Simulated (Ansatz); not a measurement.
Consider the atomization: `CCCCOC(=O)CCCl` → 7 C• + Cl• + 13 H• + 2 O•.

Computed with Ansatz on PBE0-D4/def2-TZVP structures; ΔE is electronic, products minus reactants. CCSD(T)/CBS is the MP2 limit (def2-TZVPP, def2-QZVPP) plus CCSD(T) − MP2 in def2-TZVPP, frozen cores. This one scheme is used for every species, atoms too. For atomizations the MP2-based limit and the directly extrapolated one differ by several kJ/mol either way, and by 10 to 25 for some Ge, Se and Sn compounds, so smaller differences from it don't rank the levels. DFT in def2-TZVPP. No spin–orbit coupling; open shells (•) take unrestricted orbitals. Spin–orbit coupling would lower the free atoms: a little for C, Cl, O. One conformer a species, not always the lowest.

CCSD(T)/CBS gives +9392.5 kJ/mol.

Q: Another level gave +9404.7 kJ/mol. Which?
A. r2SCANh-D4/def2-TZVPP
B. LC-ωPBE/def2-TZVPP
C. HF/def2-TZVPP
D. BHLYP/def2-TZVPP

A: B. LC-ωPBE 9404.7, r2SCANh-D4 9383.7, BHLYP 9050.1, HF/def2-TZVPP 6881.4 kJ/mol.

Largest T1 diagnostic among the species: 0.012.

Leaving LDA and LC-ωPBE aside and taking each functional with its dispersion term where it has one, the values, not all of them listed here, spread over 543.2 kJ/mol, from BHLYP-D4 to PBE-D4. LDA lies +1245.9 kJ/mol from PBE without D4, its usual overbinding. At CCSD(T), def2-SVP lies −375.5 kJ/mol from the extrapolated value and def2-TZVPP −218.8 kJ/mol: correlation converges slowly with the basis, and small sets miss more of it in the bonded molecule than in its fragments. From BLYP to BHLYP (50 % exact exchange), in def2-TZVPP and without D4, ΔE moves by −210.5 kJ/mol: exact exchange takes away binding that semilocal exchange gives to molecules.
